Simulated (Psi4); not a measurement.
Psi4 input (wB97X-D/6-311+G**):

```
memory 1500 MB

molecule {
0 1
C     2.92370400    0.38235300    0.40202400
C     1.55220200   -0.21406700    0.37329400
C     0.52789800    0.21767900   -0.36459000
Si   -1.16166500   -0.55721800   -0.35191400
C    -2.47540100    0.65497000    0.22312700
H     3.18671700    0.70536400    1.41377000
H     3.67487000   -0.35621900    0.10636200
H     3.00186400    1.24074900   -0.26602400
H     1.40712300   -1.07732200    1.02066600
H     0.70130100    1.08260400   -1.00525700
H    -1.12138800   -1.73775400    0.54890300
H    -1.51673100   -1.02536000   -1.71791700
H    -2.50368900    1.53309400   -0.42569800
H    -2.27120000    0.99447500    1.24029100
H    -3.46598400    0.19581600    0.20857000
symmetry c1
no_reorient
no_com
}

set {
  basis 6-311+G**
  reference rks
  scf_type df
  df_basis_scf def2-universal-jkfit
  dft_radial_points 99
  dft_spherical_points 590
  e_convergence 1e-8
  d_convergence 1e-7
  maxiter 150
}

e = energy('wb97x-d')
print_out(f'\nFINAL {e:.10f} DIPOLE {variable("CURRENT DIPOLE")[0]:.6f} {variable("CURRENT DIPOLE")[1]:.6f} {variable("CURRENT DIPOLE")[2]:.6f}\n')
```

From the output:

```
      97A      1.186990    98A      1.196541    99A      1.299166
     100A      1.322903   101A      1.344682   102A      1.412811
     103A      1.438048   104A      1.497075   105A      1.529328
     106A      1.541238   107A      1.546373   108A      1.566682
     109A      1.575797   110A      1.613726   111A      1.636297
     112A      1.645956   113A      1.664165   114A      1.675601
     115A      1.720227   116A      1.726323   117A      1.753312
     118A      1.776315   119A      1.779621   120A      1.801410
     121A      1.845519   122A      1.855535   123A      1.860199
     124A      1.889105   125A      1.928097   126A      2.057313
     127A      2.075400   128A      2.079055   129A      2.134108
     130A      2.141342   131A      2.165822   132A      2.211852
     133A      2.216572   134A      2.287767   135A      2.297198
     136A      2.314268   137A      2.348760   138A      2.429876
     139A      2.436004   140A      2.537656   141A      2.549819
     142A      2.577957   143A      2.598077   144A      2.603356
     145A      2.624146   146A      2.629582   147A      2.648893
     148A      2.651315   149A      2.672401   150A      2.758918
     151A      2.778148   152A      2.794731   153A      2.821188
     154A      2.878302   155A      2.906466   156A      2.944634
     157A      2.988104   158A      3.044406   159A      3.080847
     160A      3.275358   161A      3.315933   162A      3.387906
     163A      3.666500   164A      3.853653   165A      3.859831
     166A      3.886113   167A      3.937305   168A      4.011163
     169A      4.385111   170A      5.835724   171A     11.581718
     172A     11.600611   173A     11.657339   174A     23.813195
     175A     24.078941   176A     24.087031   177A     24.380828
     178A    141.363380

    Final Occupation by Irrep:
              A
    DOCC [    24 ]
    NA   [    24 ]
    NB   [    24 ]

  @DF-RKS Final Energy:  -447.92457214269757

   => Energetics <=

    Nuclear Repulsion Energy =            212.7435788797796192
    One-Electron Energy =               -1035.1132856551432724
    Two-Electron Energy =                 406.8328315671997188
    DFT Exchange-Correlation Energy =     -32.3819006857319138
    Empirical Dispersion Energy =          -0.0057962488017321
    VV10 Nonlocal Energy =                  0.0000000000000000
    Total Energy =                       -447.9245721426975706

Computation Completed

Properties will be evaluated at   0.000000,   0.000000,   0.000000 [a0]

Properties computed using the SCF density matrix

 Multipole Moments:

 ------------------------------------------------------------------------------------
     Multipole            Electronic (a.u.)      Nuclear  (a.u.)        Total (a.u.)
 ------------------------------------------------------------------------------------

 L = 1.  Multiply by 2.5417464519 to convert [e a0] to [Debye]
 Dipole X            :          0.2670733           -0.0000170            0.2670563
 Dipole Y            :          0.2438118            0.0000094            0.2438213
 Dipole Z            :          0.1740305           -0.0000000            0.1740305
 Magnitude           :                                                    0.4013160

 ------------------------------------------------------------------------------------

FINAL -447.9245721427 DIPOLE 0.267056 0.243821 0.174030

*** Psi4 exiting successfully. Buy a developer a beer!
```

The geometry given is a B3LYP-D3(BJ)/def2-TZVP minimum.
